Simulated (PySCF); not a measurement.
Can point charges reproduce the dipole moment of `C(OC)C(=C)C=C`?

Coordinates (GFN2-xTB, Å) and charges (e) from the PBE0/pcSseg-1 density (PySCF):

| atom | x | y | z | Mulliken | IAO | Hirshfeld | ESP-fitted |
| --- | --- | --- | --- | --- | --- | --- | --- |
| C1 | 0.494 | -2.611 | 0.421 | -0.1433 | -0.3286 | -0.1042 | -0.3674 |
| C2 | 1.307 | -1.575 | 0.589 | -0.1244 | -0.1362 | -0.0450 | -0.2258 |
| C3 | 0.962 | -0.168 | 0.442 | -0.4432 | +0.0063 | -0.0025 | +0.1324 |
| C4 | 1.872 | 0.784 | 0.636 | -0.0106 | -0.3106 | -0.1000 | -0.4766 |
| C5 | -0.458 | 0.166 | 0.064 | +0.1965 | -0.0533 | +0.0045 | +0.1288 |
| O6 | -0.641 | 1.557 | -0.042 | -0.5297 | -0.3837 | -0.1284 | -0.2709 |
| C7 | -1.952 | 1.904 | -0.393 | -0.0145 | -0.1983 | -0.0390 | -0.2651 |
| H8 | 0.841 | -3.622 | 0.551 | +0.1203 | +0.1555 | +0.0471 | +0.1734 |
| H9 | -0.542 | -2.501 | 0.149 | +0.1098 | +0.1419 | +0.0427 | +0.1424 |
| H10 | 2.339 | -1.755 | 0.863 | +0.0843 | +0.1475 | +0.0476 | +0.1708 |
| H11 | 2.886 | 0.544 | 0.906 | +0.1036 | +0.1466 | +0.0454 | +0.1896 |
| H12 | 1.620 | 1.823 | 0.528 | +0.1207 | +0.1678 | +0.0395 | +0.1771 |
| H13 | -0.701 | -0.317 | -0.898 | +0.1174 | +0.1234 | +0.0345 | +0.0656 |
| H14 | -1.143 | -0.245 | 0.825 | +0.1174 | +0.1234 | +0.0344 | +0.0648 |
| H15 | -1.985 | 2.991 | -0.446 | +0.1225 | +0.1586 | +0.0514 | +0.1538 |
| H16 | -2.674 | 1.555 | 0.358 | +0.0867 | +0.1198 | +0.0361 | +0.1042 |
| H17 | -2.231 | 1.483 | -1.368 | +0.0867 | +0.1198 | +0.0361 | +0.1030 |

Task: Form Σ q r in debye for every column and set it beside the full dipole.

Result: The full density gives (-1.14, -0.48, -0.27) D, 1.27 D in size; dipole vectors point from the negative to the positive end.

```json
{"scheme": "Mulliken", "μx": "-2.66", "μy": "-0.97", "μz": "-0.64", "size (D)": "2.90", "share of the full size (%)": "229", "angle to the full dipole (°)": "3"}
{"scheme": "IAO", "μx": "-1.41", "μy": "-0.86", "μz": "-0.33", "size (D)": "1.69", "share of the full size (%)": "133", "angle to the full dipole (°)": "8"}
{"scheme": "Hirshfeld", "μx": "-0.78", "μy": "-0.14", "μz": "-0.20", "size (D)": "0.82", "share of the full size (%)": "65", "angle to the full dipole (°)": "13"}
{"scheme": "ESP-fitted", "μx": "-1.16", "μy": "-0.51", "μz": "-0.27", "size (D)": "1.29", "share of the full size (%)": "102", "angle to the full dipole (°)": "1"}
```

Task: Which set comes closest?

Result: Length of the difference vector: ESP-fitted 0.03 D, IAO 0.47 D, Hirshfeld 0.50 D, Mulliken 1.64 D. Closest: ESP-fitted. ESP charges are fitted to the potential around the molecule, whose slowest-falling term is the dipole's. The schemes that divide the density aren't constrained to reproduce the dipole.

Task: What is left for the Hirshfeld atoms' own dipoles?

Result: The shares of the density sum to the whole, so what Σ q r misses lies in dipoles about the nuclei. The atomic dipoles sum to (-1.14, -0.48, -0.27) − (-0.78, -0.14, -0.20) = (-0.36, -0.34, -0.07) D, 0.50 D in size.

Task: With the origin at the mean of the coordinates, (0.000, 0.001, 0.187) Å, which are the largest single terms, by size, of the ESP-fitted dipole along the direction of the full one?

Result: C4 +4.76, H11 -2.69, H12 -1.89, C7 -1.48, H10 -1.30 D; all 17 atoms together +1.29 D. The single terms depend on the origin, their sum doesn't.

Task: Give the size of the full dipole in other units.

Result: 1.27 D = 0.498 au = 0.264 e·Å = 4.22 × 10⁻³⁰ C·m.

Isolated species at its GFN2-xTB geometry (one conformer only).

These values come from a run that also computed NMR shieldings. Hardware: an Arm Neoverse V2 with one thread (shared host). Cost: 20 s wall.

Conformer computed: `[CH2:1]=[CH:2][C:3](=[CH2:4])[CH2:5][O:6][CH3:7]`: C1–C2–C3–C4 180°, C2–C3–C5–O6 180°, C3–C5–O6–C7 180°.
